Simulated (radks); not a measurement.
Question: Valence configurations of Ar+ (all share [Ne]). Method: scalar-relativistic Kohn-Sham, r2SCAN, spin-polarised, spherical densities, finite nucleus; open shells are filled with parallel spins first; meta-GGA in the generalised Kohn-Sham scheme; Fermi nuclear charge, rms radius 3.4274 fm; computed with a radial shooting solver on a logarithmic mesh with Libxc functionals. Order these by energy: 3s2 3p5; 3s1.5 3p5.5; 3s1 3p6.

Answer: From the lowest, in eV above it: 3s2 3p5 0.000; 3s1.5 3p5.5 7.605; 3s1 3p6 15.186. NIST lists [Ne] 3s2 3p5 as the ground configuration; this level of theory agrees among the configurations tried. The energies are those of spherical high-spin densities, not of single terms.
